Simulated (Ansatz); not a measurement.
Input for Ansatz (a program for electronic structure): R-CCSD(T)/cc-pVTZ on C3H7B (SMILES BCC=C).

Ansatz 0.2 input:
```yaml
crystal:
  periodic: [false, false, false]
  atoms:
    - {symbol: B, position_ang: [-1.74284219, -0.42625651, -0.06753843]}
    - {symbol: C, position_ang: [-0.33588545, -0.58981299, -0.70921940]}
    - {symbol: C, position_ang: [0.55999235, 0.60845777, -0.71214640]}
    - {symbol: C, position_ang: [1.79719116, 0.63816091, -0.23285357]}
    - {symbol: H, position_ang: [-2.24735503, 0.65035678, 0.03502684]}
    - {symbol: H, position_ang: [-2.36539963, -1.38912405, 0.26166976]}
    - {symbol: H, position_ang: [-0.63515087, -0.82633654, -1.75289710]}
    - {symbol: H, position_ang: [0.18930641, -1.48580291, -0.36713993]}
    - {symbol: H, position_ang: [0.12942391, 1.52018346, -1.11810606]}
    - {symbol: H, position_ang: [2.38619153, 1.54598496, -0.24025040]}
    - {symbol: H, position_ang: [2.26452783, -0.24581088, 0.18704414]}
basis:
  gaussian:
    orbitals: cc-pVTZ
magnetization: {spin_polarized: false}
correlation: {method: ccsd_t, electrons: outside_noble_gas}
scf: {lower_state_search: off}
```

The log:

```
WARN ansatz: RAYON_NUM_THREADS=1 ignored (pool sized by the plan → 1); use --threads N
Functional definition: HF
these checks for a lower state are left out or cut short: stability, starts, cluster_reference, orbital_swaps, neighbouring_geometries, increment
integrals: 1.05 GiB planned
1226 factors; integrals over basis functions are off by at most 1.0e-3 eV
mean field: 0.55 GiB planned
mean field evaluation 1: about -3871.1355 eV, gradient 3.1e1 eV
mean field evaluation 2: about -3871.1361 eV, gradient 3.1e1 eV
mean field evaluation 4: about -3874.0184 eV, gradient 3.3e0 eV
mean field evaluation 8: about -3874.0592 eV, gradient 2.3e-4 eV
mean field -3874.05920123 eV, -142.3690497135 hartree, gradient 2.0e-6 eV, S^2 0.000000; 0 other end points of the search recorded, 0 dependent functions left out
4 core orbitals not correlated
reference -3874.05920123 eV, -142.3690497135 hartree; 11, 11 occupied and 203, 203 virtual orbitals, 1226 factors
second order -16.36480796 eV of doubles, -0.00000000 eV of singles
coupled cluster: 1.44 GiB planned
cycle   1  -17.06031718 eV  change   -7.0e-1 eV  update   8.4e-2
cycle   2  -17.51554431 eV  change   -4.6e-1 eV  update   2.6e-2
cycle   3  -17.58795512 eV  change   -7.2e-2 eV  update   1.1e-2
cycle   4  -17.58439746 eV  change    3.6e-3 eV  update   3.1e-3
cycle   5  -17.58484055 eV  change   -4.4e-4 eV  update   1.1e-3
cycle   6  -17.58484829 eV  change   -7.7e-6 eV  update   3.2e-4
cycle   7  -17.58477940 eV  change    6.9e-5 eV  update   1.2e-4
cycle   8  -17.58479013 eV  change   -1.1e-5 eV  update   5.2e-5
cycle   9  -17.58479046 eV  change   -3.3e-7 eV  update   2.0e-5
perturbative correction -0.72497431 eV, -0.0266423144 hartree
Total energy: -3892.36896599 eV, -143.0419211577 hartree
Checks for a lower state left out: stability, starts, cluster_reference, orbital_swaps, neighbouring_geometries, increment
```

Self-consistency was reached.

Cost: roughly 3 core-minutes.
